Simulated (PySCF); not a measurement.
Geometries of 2 isomers of C2H9PSi2, from PBE0-D3(BJ)/def2-SVP geometry optimisation, gas phase (PySCF). One conformer each, no zero-point energy, no frequencies.

Task: Which isomer lies lower at this level?
A.
```xyz
14
angstrom
C      0.381   -1.244    0.268
C     -0.900   -0.813   -0.460
Si    -1.424    0.885    0.201
P      0.501    2.081    0.409
Si     1.681    0.139    0.184
H      0.792   -2.186   -0.133
H      0.170   -1.430    1.336
H     -0.717   -0.717   -1.545
H     -1.710   -1.553   -0.340
H     -2.015    0.730    1.567
H     -2.405    1.594   -0.675
H      0.557    2.374   -0.990
H      2.389    0.140   -1.135
H      2.700   -0.002    1.268
```
B.
```xyz
14
angstrom
Si    -1.816    0.834   -0.442
C     -0.949    0.202    1.104
C      0.160   -0.562    1.146
Si     1.120   -1.192   -0.338
P      2.786    0.198   -1.001
H     -2.721   -0.205   -1.024
H     -0.822    1.236   -1.484
H     -2.637    2.027   -0.076
H     -1.400    0.498    2.062
H      0.557   -0.836    2.134
H      1.753   -2.502    0.003
H      0.202   -1.382   -1.503
H      1.977    1.368   -0.863
H      3.327    0.309    0.318
```

Result: A. That is `C1C[SiH2]P[SiH2]1`, 41.2 kcal/mol below the other.

| SMILES | atoms numbered as above | E (Eh) | relative (kcal/mol) | relative (kJ/mol) | dipole (D) |
| --- | --- | --- | --- | --- | --- |
| C1C[SiH2]P[SiH2]1 | [CH2:1]1[CH2:2][SiH2:3][PH:4][SiH2:5]1 | -1001.18589 | 0.0 | 0.0 | 2.04 |
| [SiH3]/C=C\[SiH2]P | [SiH3:1]/[CH:2]=[CH:3]\[SiH2:4][PH2:5] | -1001.12028 | 41.2 | 172.2 | 1.55 |

As drawn, the higher has a C=C bond outside aromatic rings, which the lower lacks.
